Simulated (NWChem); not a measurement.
iodoethane (C2H5I); SMILES ICC

Results from NWChem. All runs use the structure optimised with PBE-D3(BJ)/def2-SVP. def2 effective core potentials on I; no spin-orbit coupling. Vertical excitations in the gas phase; the lowest state need not have the same character in each row.

Order these by “lowest excitation, singlet (eV)”, lowest first: CAM-B3LYP/def2-SVP, TDA; B3LYP/def2-SVP, TDA; PBE/def2-SVP, TDA.

PBE/def2-SVP, TDA (4.66), B3LYP/def2-SVP, TDA (4.82), CAM-B3LYP/def2-SVP, TDA (4.94)
